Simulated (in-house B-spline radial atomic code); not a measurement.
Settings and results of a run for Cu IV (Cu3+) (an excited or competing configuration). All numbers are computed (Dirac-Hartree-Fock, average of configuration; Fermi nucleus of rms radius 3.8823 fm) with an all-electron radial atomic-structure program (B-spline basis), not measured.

Command:
```bash
python run_scf.py task.json out
```
Settings (nuclear radius in fm, mass in u):
```
Z                29
configuration    [Ar] 3d7 4p1
hamiltonian      dirac
method           hf
spin_polarised   False
nucleus          fermi
rms_radius       3.8823
atomic_mass      62.9296
speed_of_light   137.035999084
```

Output (hartree, bohr):
```
 radial grid: 70 intervals, B-splines of order 8, outer radius 28.1081 bohr

 iter        energy (Eh)    residual
    1      -1636.2748033    5.58e-01
    2      -1644.7973698    5.50e-01
    3      -1649.9814349    1.34e-01
    4      -1650.3393811    2.80e-02
    5      -1650.3522125    1.68e-02
    6      -1650.3577046    7.77e-04
    7      -1650.3577118    1.43e-04
    8      -1650.3577120    3.51e-05
    9      -1650.3577120    1.33e-06
   10      -1650.3577120    6.38e-08

 total energy                    -1650.357712
 kinetic                           1680.04564
 electron-nucleus                 -3927.92750
 electron-electron                  597.52415

 first-order corrections (not in the total)
   Gaunt                            0.74676
   retardation                     -0.06788
   frequency dependence            -0.00225
   self-energy                      0.49808
   Uehling                         -0.04487
   Wichmann-Kroll                   0.00034
   recoil                           0.01088

 orbital      occ     eigenvalue          <r>       <r^2>       <1/r>     <1/r^3>     <1/r^2>       r_max    small
 1s1/2      2.000     -334.85029    0.0521065  0.00365286     29.1613           -     1749.88     0.03412  1.09e-02
 2s1/2      2.000      -43.93904     0.233883    0.064596     6.39007           -     173.917      0.1961  2.09e-03
 2p1/2      2.000      -38.57936     0.203906   0.0510675     6.31306           -     56.0578      0.1565  2.06e-03
 2p3/2      4.000      -37.81676     0.207148   0.0525753     6.17506     683.322     52.2025      0.1592  2.02e-03
 3s1/2      2.000       -7.29122       0.6984      0.5609     2.02788           -     26.4017      0.6095  4.65e-04
 3p1/2      2.000       -5.52301     0.720907    0.608595     1.90365           -     8.19322      0.6105  4.21e-04
 3p3/2      4.000       -5.41696     0.729587    0.623131     1.87345     89.1705     7.65815      0.6178  4.14e-04
 3d3/2      2.800       -2.62759     0.801992    0.798687     1.59338     9.80226     3.35719      0.5814  3.14e-04
 3d5/2      4.200       -2.61405     0.805664    0.805889     1.58554     9.59659     3.32046      0.5839  3.12e-04
 4p1/2      0.333       -1.20251      2.34984     6.22333    0.542858           -    0.842281       2.068  5.29e-05
 4p3/2      0.667       -1.19359      2.36926     6.32377    0.537571     7.65937    0.797572       2.087  5.22e-05
```

Run time, properties included: 0.98 s on 1 thread of Arm Neoverse V2, with other jobs on the host.

For the Dirac Hamiltonian the kinetic term is c α·p + (β - 1)c².
